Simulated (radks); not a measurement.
The mean radii <r> (bohr) of the occupied orbitals of an atom or ion are listed with their occupations. Method: scalar-relativistic Kohn-Sham, PBE, spin-polarised, spherical densities, point nucleus; computed with a radial shooting solver on a logarithmic mesh with Libxc functionals.

orbital  occ.      <r>
1s down     1  0.01743
1s up       1  0.01743
2s up       1  0.07360
2s down     1  0.07360
2p up       3  0.06624
2p down     3  0.06624
3s up       1   0.1904
3s down     1   0.1904
3p up       3   0.1913
3p down     3   0.1913
3d up       5   0.1733
3d down     5   0.1733
4s up       1   0.4233
4s down     1   0.4233
4p up       3   0.4505
4p down     3   0.4505
4d up       5   0.4784
4d down     5   0.4783
5s up       1   0.9801
5s down     1   0.9760
4f up       7   0.5361
4f down     7   0.5343
5p up       3    1.135
5p down     3    1.130
5d up       5    1.616
5d down     2    1.634

Name the element and its charge. Open shells, if any, are filled with parallel spins first.

Answer. Z = 77, iridium, charge +2: Ir2+ in [Xe] 4f14 5d7. The 1s radius gives Z: for a bare nucleus <r> = (2 gamma + 1)/(2Z) with gamma = sqrt(1 - (Z/c)^2), 0.01724 bohr for Z = 77, and screening makes it slightly larger (0.01743 here). The occupations add up to 75, and the charge is Z minus that.
